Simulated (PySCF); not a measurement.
An unknown is described by computed data only.

Formula: C4H9BN2.

- 13C NMR: chemical shifts (computed TMS as zero) by class: 144.6 (1 C), 141.3 (1 C), 47.7 (2 C) ppm [GIAO CAM-B3LYP/pcSseg-1]
- Couplings: largest of the computed one-bond spin–spin couplings (means over like bonds): 13C–1H +165.1, 13C–1H +163.8, 13C–1H +145.7, 13C–1H +142.0 (×4), 15N–1H -88.5 (×2), 13C–11B +81.5, 13C–13C +66.1, 13C–13C +38.1 Hz [B3LYP/pcJ-1, spin–dipole term left out for some pairs]
- UV, first state: lowest singlet excitation: 5.54 eV (224 nm, f = 0.027) [TDDFT wB97X-D/def2-SVPD]
- Dipole: 0.87 D [wB97X-D/def2-SVPD]
- Valence photoelectron: vertical ionisation energy: 8.28 eV [ΔSCF wB97X-D/def2-SVPD]
- Rotational structure: rotational constants A, B, C: 6.414, 1.782, 1.446 GHz [PBE0-D3(BJ)/def2-SVP]

Gas-phase values; electronic properties from PySCF, density fitting. Levels stand in brackets. One conformer (not necessarily the lowest) at the PBE0-D3(BJ)/def2-SVP geometry, without solvent, vibrations or thermal averaging. NMR classes are plain means over equivalent atoms (diastereotopic ones count apart unless rotation or inversion swaps them), as if these changed places fast.

Task: What is the compound? Reason from the data.

Result: Numbering: `[CH2:1]=[CH:2][B:3]1[NH:4][CH2:5][CH2:6][NH:7]1`. 4 carbons fall into 3 classes; from least to most shielded: alkene CH carbon [C2] (144.6 ppm), terminal =CH2 carbon [C1] (141.3 ppm), ring sp3 carbon bound to nitrogen [C5/C6] (47.7 ppm, 2 C). The couplings run between: +165.1 Hz, terminal =CH2 carbon [C1] and its hydrogen; +163.8 Hz, terminal =CH2 carbon [C1] and its hydrogen; +145.7 Hz, alkene CH carbon [C2] and its hydrogen; +142.0 Hz, sp3 carbon bound to nitrogen [C5] and its hydrogen (with 3 like pairs); -88.5 Hz, boron-bound nitrogen [N4] and its hydrogen (with 1 like pair); +81.5 Hz, alkene CH carbon [C2] and three-coordinate boron [B3]; +66.1 Hz, terminal =CH2 carbon [C1] and alkene CH carbon [C2]; +38.1 Hz, sp3 carbon bound to nitrogen [C5] and sp3 carbon bound to nitrogen [C6]. The first electron is taken from the HOMO, whose largest Löwdin shares are 0.33 on a boron-bound nitrogen, 0.31 on a boron-bound nitrogen, 0.07 on an sp3 carbon bound to nitrogen and 0.06 on an sp3 carbon bound to nitrogen. The optimised geometry has point group C1 and is an asymmetric top. Structure: `C=CB1NCCN1`. Computed isomers that give other values at the same levels: `C=C[C@@H]1CNBN1` (13C chemical shifts (computed TMS as zero) by class: 157.3 (1 C), 122.2 (1 C), 63.2 (1 C), 53.5 (1 C) ppm); `C=C[B@H-](C#N)[NH2+]C` (13C chemical shifts (computed TMS as zero) by class: 162.1 (1 C), 135.5 (1 C), 119.5 (1 C), 31.9 (1 C) ppm); `CC#CB(N)NC` (13C chemical shifts (computed TMS as zero) by class: 105.7 (1 C), 88.3 (1 C), 32.2 (1 C), 4.2 (1 C) ppm). The assignments are read from this structure; whether some other isomer fits the data as well wasn't checked.
